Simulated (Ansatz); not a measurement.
Reaction (substitution at a C–C bond): `CCOB(Cl)Cl` + `[NH2][AlH][OH]` → `C[O][AlH][NH2]` + `COB(Cl)Cl`

Isolated molecules relaxed with PBE0-D4/def2-TZVP in Ansatz; ΔE leaves out vibrations. CCSD(T)/CBS is the MP2 limit (def2-TZVPP, def2-QZVPP) plus CCSD(T) − MP2 in def2-TZVPP, frozen cores. This one scheme is used for every species. Functionals use def2-TZVPP. One conformer a species, not always the lowest.

**Question.** Is it downhill or uphill in electronic energy at CCSD(T)/CBS, and by how much? (An estimate is asked.)

**Answer.** The calculation gave: Uphill: ΔE = +79.0 kJ/mol.

**Question.** What do these levels give: PBE-D4, r2SCAN-D4, BHLYP-D4, ωB97M-V, B2PLYP, PBE-QIDH, PBE, revPBE, r2SCAN0, MP2/def2-SVP, CCSD(T)/def2-SVP, MP2/CBS(def2)? (Best estimate.)

**Answer.** Ansatz gave: PBE-D4 71.9, r2SCAN-D4 74.3, BHLYP-D4 68.6, ωB97M-V 74.8, B2PLYP 71.0, PBE-QIDH 76.9, PBE 69.9, revPBE 67.0, r2SCAN0 74.6, MP2/def2-SVP 73.0, CCSD(T)/def2-SVP 66.7, MP2/CBS(def2) 84.7 kJ/mol.

Largest T1 diagnostic among the species: 0.012.

In def2-TZVPP, CCSD(T) changes the Hartree–Fock value by +14.3 kJ/mol (the triples alone add +1.5 kJ/mol) and MP2 by +20.0 kJ/mol. The D4 term adds +3.2 kJ/mol with B3LYP and +1.9 kJ/mol with PBE0; it sums over pairs of atoms, weighted by their polarisabilities, and B3LYP, whose exchange is more repulsive, gets the larger term. From BLYP to BHLYP (50 % exact exchange), in def2-TZVPP and without D4, ΔE moves by +4.3 kJ/mol.

B3LYP here is the variant with VWN-RPA as its local correlation; programs differ in this.
